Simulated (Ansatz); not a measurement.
Ligand exchange: GaH2F + C2H4S → GaH2(SH) + C2H3F

Gas-phase species: GaH2F `[F][GaH2]`, singlet; C2H4S `C=CS`, singlet; GaH2(SH), singlet; C2H3F `C=CF`, singlet. The partners trade F for SH: Ga–F and C–SH bonds give way to Ga–SH and C–F.

Shapes, held fixed at every level: PBE0-D4/def2-TZVP. Flexible molecules stand in one conformer, not always the lowest. Programs: Ansatz 0.2.0. Electronic energies: no zero-point or thermal term.

(1) Estimate ΔE of this reaction.

## Answers

(1) The highest level, CCSD(T)/def2-TZVPP, gives ΔE = +25.3 kJ/mol; the levels span +18.4 to +34.5. The column of differences is taken from that level and isn't an error. No measured value is set beside it here. Relativity is left out for Ga. Outer-core shells of Ga are correlated, in sets that cover them unevenly. Times are processor times on shared x86 and Arm servers, and rough.

| level | kind | ΔE (kJ/mol) | less CCSD(T)/def2-TZVPP | CPU time (sum over the molecules) |
| --- | --- | --- | --- | --- |
| PBE-D4/def2-TZVPP | GGA | +20.7 | -4.6 | 10 s |
| r2SCAN-D4/def2-TZVPP | meta-GGA | +22.3 | -3.0 | 20 s |
| PBE0-D4/def2-TZVPP | global hybrid | +18.4 | -6.9 | 13 s |
| wB97M-V/def2-TZVPP | range-separated hybrid | +21.8 | -3.5 | 38 s |
| B2PLYP/def2-TZVPP | double hybrid | +27.7 | +2.4 | 20 s |
| MP2/def2-TZVPP | perturbation theory | +34.5 | +9.2 | – |
| CCSD(T)/def2-TZVPP | coupled cluster or CI | +25.3 | 0.0 | – |
